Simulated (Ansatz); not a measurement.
Ansatz (an electronic-structure program) input (PBE0/def2-QZVPP):
A basis named .json is the Basis Set Exchange file of that set.

Ansatz 0.2 input:
```yaml
crystal:
  periodic: [false, false, false]
  atoms:
    - {symbol: O, position_ang: [-0.00000000, -0.00000000, -1.57305499]}
    - {symbol: Sn, position_ang: [0.00000000, 0.00000000, 0.30243482]}
    - {symbol: H, position_ang: [-0.00000000, -0.00000000, -2.53730097]}
basis:
  gaussian:
    orbitals: def2-QZVPP.json
hamiltonian:
  xc: {name: PBE0}
total_charge: 1
```

End of the output:

```
integrals: 0.05 GiB planned
701 factors; their error is unknown
mean field: 0.58 GiB planned
mean field evaluation 1: about -7864.3851 eV, gradient 1.2e2 eV
mean field evaluation 2: about -7683.5915 eV, gradient 2.3e2 eV
mean field evaluation 4: about -7886.1840 eV, gradient 2.4e1 eV
mean field evaluation 8: about -7887.0873 eV, gradient 2.5e-1 eV
mean field evaluation 16: about -7887.1587 eV, gradient 4.1e-5 eV
mean field -7887.15874591 eV, -289.8477378041 hartree, gradient 4.1e-5 eV, S^2 0.000000; 0 other end points of the search recorded, 0 dependent functions left out
reference -7887.15876988 eV, -289.8477386850 hartree; 15, 15 occupied and 154, 154 virtual orbitals, 701 factors
Total energy: -7887.15876988 eV, -289.8477386850 hartree
```

It need not be the lowest isomer of its formula.
